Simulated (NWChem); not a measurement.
Species: BNH3 cation

```xyz
5

B      0.0000     0.0000    -0.7758
N      0.0000     0.0000     0.5444
H      0.0000     0.0000    -1.9486
H      0.0000     0.8564     1.1079
H      0.0000    -0.8564     1.1079
```
Atoms are numbered in this order, from 1.

All runs use the structure optimised with B3LYP/6-31G* (spherical d).

### Question
Give the principal values of the shielding tensors (ppm) of B1, N2 from B3LYP/6-31G* (spherical d), GIAO (NWChem), with their diamagnetic and paramagnetic parts as GIAO splits them.

### Answer
```
atom   σ11    σ22    σ33  isotropic  diamagnetic  paramagnetic
----  ----  -----  -----  ---------  -----------  ------------
B1     3.6   27.5  156.1       62.4        202.4        -140.0
N2    68.8  203.1  281.0      184.3        321.4        -137.1
```
